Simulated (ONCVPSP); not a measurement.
Cutoff test, La (Z = 57), ONCV

* Element: lanthanum
* Generator: ONCVPSP 4.0.1
* Type: optimised norm-conserving Vanderbilt (ONCV)
* Functional: LDA (Perdew-Wang 92)
* Relativity: fully relativistic
* Frozen core: [Kr] 4d10
* Valence charge: 11
* Reference configuration: 5s2 5p6 5d1 6s2
* Partial waves: 5s+6s: rc 2.15 bohr, ncon 4, nbas 7, qcut 5.2 1/bohr, 2 projectors; 5p: rc 2.50 bohr, ncon 4, nbas 7, qcut 5.9 1/bohr, 2 projectors, debl 3.1 Ha; 5d: rc 2.85 bohr, ncon 3, nbas 7, qcut 3.4 1/bohr, 2 projectors, debl 2.8 Ha; f scattering state at 0.06 Ha: rc 2.95 bohr, ncon 4, nbas 7, qcut 3.7 1/bohr, 2 projectors, debl 3.9 Ha
* Local potential: polynomial inside 1.40 bohr (lpopt 5, dvloc0 0 Ha)
* Core correction: none

Open shells are filled in proportion to 2j + 1.

In the f channel the program set the typed energies aside and used -0.164, 3.736 Ha (j = l + 1/2; the other j can differ).

Question: For each optimised wave give the share of its norm inside rc, the residual kinetic energy above qcut (Ha) and the cutoffs (Ha) for errors of 10, 1, 0.1 and 0.01 mHa per electron.

Answer:

```json
{"wave": "5s", "norm inside rc": "0.878", "residual KE": "2.5e-05", "10 mHa": "8.2", "1 mHa": "10.5", "0.1 mHa": "12.4", "0.01 mHa": "20.5"}
{"wave": "6s", "norm inside rc": "0.049", "residual KE": "1.4e-05", "10 mHa": "6.3", "1 mHa": "9.5", "0.1 mHa": "11.8", "0.01 mHa": "14.6"}
{"wave": "5p j=3/2", "norm inside rc": "0.859", "residual KE": "1.2e-07", "10 mHa": "3.9", "1 mHa": "9.6", "0.1 mHa": "12.4", "0.01 mHa": "14.2"}
{"wave": "p projector 2 j=3/2", "norm inside rc": "0.151", "residual KE": "6.5e-06", "10 mHa": "8.0", "1 mHa": "12.6", "0.1 mHa": "15.1", "0.01 mHa": "17.3"}
{"wave": "5p j=1/2", "norm inside rc": "0.890", "residual KE": "1.1e-07", "10 mHa": "3.9", "1 mHa": "8.9", "0.1 mHa": "12.1", "0.01 mHa": "14.0"}
{"wave": "p projector 2 j=1/2", "norm inside rc": "0.158", "residual KE": "7.0e-06", "10 mHa": "6.0", "1 mHa": "12.5", "0.1 mHa": "15.1", "0.01 mHa": "17.3"}
{"wave": "5d j=5/2", "norm inside rc": "0.529", "residual KE": "2.7e-04", "10 mHa": "3.7", "1 mHa": "5.1", "0.1 mHa": "8.7", "0.01 mHa": "23.6"}
{"wave": "d projector 2 j=5/2", "norm inside rc": "0.201", "residual KE": "1.6e-02", "10 mHa": "6.0", "1 mHa": "11.9", "0.1 mHa": "29.4", "0.01 mHa": "44.7"}
{"wave": "5d j=3/2", "norm inside rc": "0.549", "residual KE": "3.3e-04", "10 mHa": "3.8", "1 mHa": "5.2", "0.1 mHa": "9.5", "0.01 mHa": "24.3"}
{"wave": "d projector 2 j=3/2", "norm inside rc": "0.202", "residual KE": "1.8e-02", "10 mHa": "6.1", "1 mHa": "13.4", "0.1 mHa": "30.1", "0.01 mHa": "48.9"}
{"wave": "f projector 1 j=7/2", "norm inside rc": "0.974", "residual KE": "1.5e-01", "10 mHa": "20.8", "1 mHa": "24.4", "0.1 mHa": "35.2", "0.01 mHa": "55.8"}
{"wave": "f projector 2 j=7/2", "norm inside rc": "0.243", "residual KE": "2.2e-01", "10 mHa": "28.2", "1 mHa": "32.6", "0.1 mHa": "44.2", "0.01 mHa": "68.3"}
{"wave": "f projector 1 j=5/2", "norm inside rc": "0.976", "residual KE": "1.5e-01", "10 mHa": "20.9", "1 mHa": "24.4", "0.1 mHa": "35.3", "0.01 mHa": "56.1"}
{"wave": "f projector 2 j=5/2", "norm inside rc": "0.243", "residual KE": "2.2e-01", "10 mHa": "28.2", "1 mHa": "32.6", "0.1 mHa": "44.1", "0.01 mHa": "68.0"}
```

The occupied waves need 11 Ha and 12 Ha for 1 and 0.1 mHa. The cutoffs count occupied waves only; projector 2 of the f channel, the hardest unoccupied one, needs 33 Ha at the loose tolerance. Note: ghosts flagged at negative energy: s at -18.0 eV; GHOST(+) flagged for p3/2 at 133.8 eV, p1/2 at 139.2 eV, d5/2 at 280.2 eV, d3/2 at 513.6 eV. A true bound ghost makes a file unfit for plane-wave use.
